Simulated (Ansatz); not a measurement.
(4-phenylthiophenyl)diphenylsulfonium, `c1ccc(Sc2ccc([S+](c3ccccc3)c3ccccc3)cc2)cc1`. Charge 1, multiplicity 3. Geometry PBE-D4/def2-SVP, that of the charge +1 singlet; atoms count from 1.

```xyz
45

C    -6.1631   -0.2735   -1.1561
C    -5.7616   -0.6669    0.1317
C    -4.9306    0.1667    0.8960
C    -4.4970    1.3939    0.3566
S    -3.4879    2.4899    1.3502
C    -1.8488    1.9572    0.9929
C    -1.5308    0.9226    0.0797
C    -0.2011    0.5618   -0.1463
C     0.8219    1.2391    0.5426
S     2.5460    0.8398    0.3376
C     2.6527    0.1019   -1.3024
C     2.8249    1.0059   -2.3657
C     2.9039    0.4969   -3.6693
C     2.8260   -0.8883   -3.8916
C     2.6674   -1.7741   -2.8129
C     2.5791   -1.2855   -1.5002
C     2.8750   -0.5306    1.4624
C     1.8380   -1.2755    2.0438
C     2.1790   -2.3182    2.9187
C     3.5268   -2.5977    3.1994
C     4.5489   -1.8322    2.6135
C     4.2300   -0.7813    1.7422
C     0.5297    2.2856    1.4418
C    -0.8001    2.6346    1.6672
C    -4.9027    1.7969   -0.9305
C    -5.7357    0.9558   -1.6851
H    -6.8223   -0.9266   -1.7490
H    -6.1065   -1.6254    0.5499
H    -4.6206   -0.1235    1.9116
H    -2.3354    0.4026   -0.4592
H     0.0359   -0.2350   -0.8667
H     2.8950    2.0890   -2.1814
H     3.0389    1.1888   -4.5146
H     2.8974   -1.2822   -4.9163
H     2.6148   -2.8589   -2.9899
H     2.4652   -1.9743   -0.6501
H     0.7849   -1.0404    1.8283
H     1.3812   -2.9135    3.3881
H     3.7830   -3.4152    3.8897
H     5.6039   -2.0459    2.8438
H     5.0244   -0.1691    1.2872
H     1.3366    2.8216    1.9642
H    -1.0366    3.4488    2.3692
H    -4.5696    2.7668   -1.3307
H    -6.0600    1.2677   -2.6901
```

Single mean-field runs in def2-TZVP are fitted with def2-universal-jkfit. At PBE0-D4/def2-TZVP a singlet of charge 1 lies 3.11 eV below the triplet at the same geometry.

(1) Estimate the Mulliken populations of the heavy atoms from the PBE0/def2-TZVP orbitals of Ansatz.

(2) Where does the spin sit?

(3) And the Mayer bond orders between heavy atoms (over 0.3)?

Results:

(1) 
```json
{"atom": "C1", "charge (e)": "-0.09", "spin (α − β)": "0.00"}
{"atom": "C2", "charge (e)": "-0.12", "spin (α − β)": "0.01"}
{"atom": "C3", "charge (e)": "-0.15", "spin (α − β)": "0.01"}
{"atom": "C4", "charge (e)": "0.09", "spin (α − β)": "-0.03"}
{"atom": "S5", "charge (e)": "0.14", "spin (α − β)": "0.50"}
{"atom": "C6", "charge (e)": "0.09", "spin (α − β)": "0.43"}
{"atom": "C7", "charge (e)": "-0.12", "spin (α − β)": "0.05"}
{"atom": "C8", "charge (e)": "-0.30", "spin (α − β)": "0.19"}
{"atom": "C9", "charge (e)": "0.12", "spin (α − β)": "0.46"}
{"atom": "S10", "charge (e)": "0.17", "spin (α − β)": "0.06"}
{"atom": "C11", "charge (e)": "0.10", "spin (α − β)": "0.01"}
{"atom": "C12", "charge (e)": "-0.17", "spin (α − β)": "0.00"}
{"atom": "C13", "charge (e)": "-0.12", "spin (α − β)": "0.00"}
{"atom": "C14", "charge (e)": "-0.10", "spin (α − β)": "0.01"}
{"atom": "C15", "charge (e)": "-0.12", "spin (α − β)": "0.00"}
{"atom": "C16", "charge (e)": "-0.17", "spin (α − β)": "0.01"}
{"atom": "C17", "charge (e)": "0.09", "spin (α − β)": "0.07"}
{"atom": "C18", "charge (e)": "-0.14", "spin (α − β)": "0.00"}
{"atom": "C19", "charge (e)": "-0.13", "spin (α − β)": "0.00"}
{"atom": "C20", "charge (e)": "-0.10", "spin (α − β)": "0.01"}
{"atom": "C21", "charge (e)": "-0.12", "spin (α − β)": "0.00"}
{"atom": "C22", "charge (e)": "-0.16", "spin (α − β)": "0.01"}
{"atom": "C23", "charge (e)": "-0.20", "spin (α − β)": "-0.03"}
{"atom": "C24", "charge (e)": "-0.19", "spin (α − β)": "0.25"}
{"atom": "C25", "charge (e)": "-0.15", "spin (α − β)": "0.01"}
{"atom": "C26", "charge (e)": "-0.12", "spin (α − β)": "0.01"}
```
Mulliken values depend strongly on the basis.

(2) Summed by element: C 1.47, S 0.56, H -0.03, of 2 unpaired in all. Largest on single atoms: S5 0.50, C9 0.46, C6 0.43.

(3) C1–C2 1.41 (1.41 Å); C1–C26 1.41 (1.40 Å); C2–C3 1.43 (1.40 Å); C3–C4 1.36 (1.41 Å); C4–S5 0.95 (1.79 Å); C4–C25 1.36 (1.41 Å); S5–C6 1.26 (1.76 Å); C6–C7 1.13 (1.42 Å); C6–C24 1.04 (1.42 Å); C7–C8 1.63 (1.40 Å); C8–C9 1.05 (1.41 Å); C9–S10 1.07 (1.78 Å); C9–C23 1.16 (1.41 Å); S10–C11 0.91 (1.80 Å); S10–C17 0.88 (1.80 Å); C11–C12 1.35 (1.41 Å); C11–C16 1.34 (1.40 Å); C12–C13 1.45 (1.40 Å); C13–C14 1.41 (1.41 Å); C14–C15 1.41 (1.40 Å); C15–C16 1.42 (1.40 Å); C17–C18 1.35 (1.40 Å); C17–C22 1.34 (1.41 Å); C18–C19 1.42 (1.40 Å); C19–C20 1.41 (1.40 Å); C20–C21 1.41 (1.40 Å); C21–C22 1.44 (1.40 Å); C23–C24 1.67 (1.39 Å); C25–C26 1.42 (1.40 Å).
